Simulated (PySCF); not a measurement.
Calculated properties of `CO[C](=O)[GeH3]`

C2H6GeO2.
Bonds: C1–O2, O2–C3, C3–O4 (double), C3–Ge5. Hydrogens: H6, H7, H8 on C1; H9, H10, H11 on Ge5.

From PBE0-D3(BJ)/def2-SVP geometry optimisation, gas phase (PySCF):

```yaml
Rotational_constants_A_B_C: 8.506, 1.586, 1.372 GHz
```

**CAM-B3LYP/def2-SVPD ground state and vertical TDDFT (core frozen in the response) (PySCF)**

```yaml
Dipole_moment: 1.83 D
HOMO_energy: -9.23 eV
LUMO_energy: 0.62 eV
HOMO–LUMO_gap: 9.85 eV
Lowest_singlet_excitation: 5.27 eV (235 nm, f = 0.004)
Strongest_line_among_the_6_lowest_singlet_transitions: S4 at 7.93 eV (156 nm, f = 0.176)
Static_isotropic_polarisability: 64.6 au
Electronic_spatial_extent_⟨r²⟩_about_the_centre_of_nuclear_charge: 820 bohr²
```

Monoisotopic mass from the formula: 135.9580 u.

With B = h/(8π²I), that is 505.379 GHz u Å² over I, the principal moments of inertia are 59.4, 318.6 and 368.4 u Å² (most abundant isotopes); the inertial defect Ic − Ia − Ib is -9.6 u Å² (zero for a rigid planar frame, negative otherwise). The rotational constants make it an asymmetric top with κ = (2B − A − C)/(A − C) = -0.94, nearer the prolate limit (−1). S1 lies 4.58 eV below the HOMO–LUMO gap; its leading configuration is HOMO→LUMO, weight 0.88. In wavenumbers S1 is 42500 cm⁻¹ (1 eV = 8065.54 cm⁻¹).

 Relativistic effects, spin–orbit coupling among them, are left out although an element past zinc is present.

Conformer computed: `[CH3:1][O:2][C:3](=[O:4])[GeH3:5]`: C1–O2–C3–O4 0°.

One conformer stands for the species.
